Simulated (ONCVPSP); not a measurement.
Transferability test, ONCV potential for Ho (Z = 67)

- Element: holmium (Ho)
- Generator: ONCVPSP 4.0.1
- Type: optimised norm-conserving Vanderbilt (ONCV)
- Functional: PBE
- Relativity: scalar-relativistic
- Frozen core: [Kr] 4d10 4f10
- Valence charge: 11
- Reference configuration: 5s2 5p6 5d1 6s1.5 6p0.5
- Partial waves: 5s+6s: rc 2.20 bohr, ncon 4, nbas 8, qcut 4.3 1/bohr, 2 projectors; 5p+6p: rc 2.85 bohr, ncon 3, nbas 7, qcut 6 1/bohr, 2 projectors; 5d: rc 2.85 bohr, ncon 4, nbas 9, qcut 6.1 1/bohr, 1 projector
- Local potential: polynomial inside 1.90 bohr (lpopt 5, dvloc0 0 Ha)
- Core correction: Teter function, fcfact 2, rcfact 1.55

Energies are relative to the spin-unpolarised reference configuration 5s2 5p6 5d1 6s1.5 6p0.5; without spin polarisation the order of configurations can differ from experiment.

| valence configuration | charge | ΔE all-electron (eV) | error AE − PS (meV) |
| --- | --- | --- | --- |
| 5s2 5p6 5d1 6s2 6p0 | 0 | -1.524 | +0.3 |
| 5s2 5p6 5d1 6s1 6p0 | +1 | 5.418 | +0.3 |
| 5s2 5p5 5d1 6s2 6p0 | +1 | 32.812 | -250 |

(1) What are ΔE and the potential's error for 5s2 5p6 5d1 6s0 6p0?

Levels in the configuration 5s2 5p5 5d1 6s2 6p0:

| level | all-electron (eV) | pseudo (eV) |
| --- | --- | --- |
| 5s | -65.757 | -66.479 |
| 5p | -39.968 | -40.439 |
| 5d | -10.867 | -10.999 |
| 6s | -11.096 | -11.147 |

Results:

(1) ΔE = 18.014 eV all-electron; the error (AE − PS) is +8.4 meV.
